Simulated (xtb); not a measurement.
xtb input:

```bash
xtb mol.xyz --gfn 1 --sp --chrg -1 --uhf 0
```
mol.xyz:
```
3

Sn     0.38816642     0.33636741    -0.25175574
O     -1.05484316     1.30050212    -0.95099031
Cl    -0.64526915    -1.60131693     1.18798290
```

Q: Predict the final energy.

A: -11.74050 Eh (GFN1-xTB).
